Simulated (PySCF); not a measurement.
PySCF job for CH₇ClO₂Si₂, SMILES OC[SiH2]O[SiH2]Cl, PBE0/pcSseg-1. Geometry: B3LYP-D3(BJ)/def2-SVP. The structure was generated by enumeration, and PubChem lists no compound with its InChIKey, so it may never have been made. The values are those of a single conformer.

```python
import numpy as np
from pyscf import gto, scf, dft
from pyscf.prop.nmr import rks as nmr

mol = gto.M(
    atom='''
    O    -1.65413520    1.06371283    0.51342199
    C    -2.05367226   -0.24919419    0.11220698
    Si   -0.87563406   -1.48996907    0.92439609
    O     0.68661488   -1.03500869    0.50796359
    Si    1.58847770    0.28532320    0.14355796
    Cl    0.82207366    1.21306975   -1.58128584
    H    -1.18827843    1.47122951   -0.23005097
    H    -3.09795084   -0.42474851    0.43008674
    H    -2.04001823   -0.36913021   -0.98682821
    H    -1.00604913   -1.43731743    2.40637290
    H    -1.08785250   -2.88351166    0.44326464
    H     1.56662222    1.30119193    1.22094498
    H     2.96066021   -0.14932513   -0.19761416
    ''',
    basis='pcSseg-1',
    charge=0,
    spin=0,
    max_memory=1600,
    verbose=3,
)
mf = dft.RKS(mol, xc='pbe0')
mf.grids.level = 3
mf.conv_tol = 1e-10
mf.max_cycle = 100
mf.kernel()
n = nmr.NMR(mf)
n.verbose = 2
n.max_cycle_cphf = 60
sigma = n.kernel()
print('atom   isotropic/ppm   span/ppm')
for i, s in enumerate(sigma):
    w = np.linalg.eigvalsh((s + s.T) / 2)
    print(f'{mol.atom_symbol(i):2s}{i + 1:3d} {w.mean():14.3f} {w[2] - w[0]:11.3f}')
```

Output:

```
converged SCF energy = -1231.40367328269
atom   isotropic/ppm   span/ppm
O   1        337.338     141.617
C   2        130.496      78.113
Si  3        366.358     105.291
O   4        284.400     131.753
Si  5        368.282      51.468
Cl  6        886.765     331.314
H   7         30.144      24.924
H   8         27.799      10.248
H   9         27.498       8.162
H  10         26.197       9.133
H  11         26.310       8.597
H  12         25.721       8.454
H  13         25.915      10.290
```

Self-consistency was reached.
